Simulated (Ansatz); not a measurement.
A nudged elastic band was laid between two geometries of AlClFH3O (7 atoms, charge 0, multiplicity 1).

The calculation used Ansatz 0.2.0, RKS PBE0/def2-SVP.

```json
{
  "movable images": "5",
  "climbing image": "yes",
  "spring": "5.0 eV/Å²",
  "optimiser": "quadratic models (default)",
  "start path": "through a guess of the saddle point",
  "force threshold": "0.05 eV/Å",
  "iteration limit": "60",
  "end points": "relaxed"
}
```

Image 0:

```xyz
7
Properties=species:S:1:pos:R:3
Al -0.106 -0.131 0.017
H -0.122 -0.587 1.545
O 1.282 -0.232 -0.959
H 2.152 -0.538 -0.702
Cl -1.951 -0.061 -1.004
F -0.032 1.805 0.719
H -0.153 1.667 1.636
```

Image 6:

```xyz
7
Properties=species:S:1:pos:R:3
Al -0.001 0.604 -0.258
H -0.141 -0.175 1.778
O 1.522 -0.077 -0.500
H 1.723 -0.875 -0.989
Cl -1.761 -0.321 -0.907
F -0.086 2.185 0.240
H -0.187 0.583 1.887
```

(1) What changes between the two ends?

(2) Give the energies along the band, and the barrier.

(3) What is the geometry of the highest image?

## Answers

(1) Bonds broken: Al1–H2, F6–H7. Bonds formed: H2–H7. AlClFH3O becomes AlClFHO + H2.

(2) The run converged. The highest image is number 1 of 0 to 6, 6.8 kJ/mol above the first end and 116.8 kJ/mol above the last; the last end lies 110.0 kJ/mol below the first. The profile has 2 maxima (images 1, 5) with wells between them (image 3): this band takes more than one step, which may be the mechanism or a detour left from its start path. A vibrational analysis at the climbing image gives one clearly imaginary mode, 510i cm⁻¹: a first-order saddle point. The orbitals stay closed-shell, which can raise the energy where a bond breaks towards radicals; this wasn't checked here.

```
image  path coordinate (Å)  energy (kJ/mol)  Al1–H2 (Å)  F6–H7 (Å)  H2–H7 (Å)
    0                 0.00              0.0        1.59       0.94       2.26
    1                 0.82              6.8        1.68       1.06       1.23
    2                 1.33            -66.4        1.92       1.58       0.83
    3                 1.85           -108.5        2.18       2.14       0.77
    4                 2.37           -107.1        2.15       2.47       0.77
    5                 2.89           -106.4        2.12       2.41       0.77
    6                 3.40           -110.0        2.18       2.30       0.77
```

(3) 
```xyz
7
Properties=species:S:1:pos:R:3:forces:R:3
Al -0.134 0.069 -0.060 0.00 0.00 0.00
H -0.169 -0.155 1.610 0.00 0.00 0.00
O 1.252 -0.364 -0.918 0.00 0.00 0.00
H 2.169 -0.397 -0.648 0.00 0.00 0.00
Cl -1.992 -0.107 -1.000 0.00 0.00 0.00
F 0.013 1.806 0.757 0.00 0.00 0.00
H -0.071 1.071 1.511 0.00 0.00 0.00
```

Run time: 5.4 min on 1 thread of Arm Neoverse V2, on a shared host, peak memory 0.15 GiB.
